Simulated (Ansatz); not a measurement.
(BeS)n off (charge +1): PBE0-D4/def2-TZVP single points in Ansatz on relaxed structures, gas phase. Each cluster is the lowest isomer that a short search found in that spin, judged at the geometry's level, and lower ones may exist. HOMO and LUMO are taken over both spins. The structures are stationary points that may keep the symmetry of their start.

**Question.** Estimate the order by gap (eV), lowest first.
A. Be5S4⁺ (doublet)
B. Be2S2⁺ (doublet)

**Answer.** A (2.77), B (2.93).

In full:

```csv
species,atoms,state,geometry,HOMO (eV),LUMO (eV),gap (eV),lowest of the spins relaxed,point group (within 0.1 Å)
Be2S2⁺,4,doublet,PBE0-D4/def2-TZVP,-13.76,-10.82,2.93,"doublet, of doublet/quartet",D2h
Be4S4⁺,8,doublet,PBE-D4/def2-SVP,-12.79,-9.83,2.96,–,C2v
Be5S4⁺,9,doublet,PBE-D4/def2-SVP,-9.74,-6.97,2.77,–,–
```

The gap (eV) runs from 2.77 (Be5S4⁺) to 2.96 (Be4S4⁺).
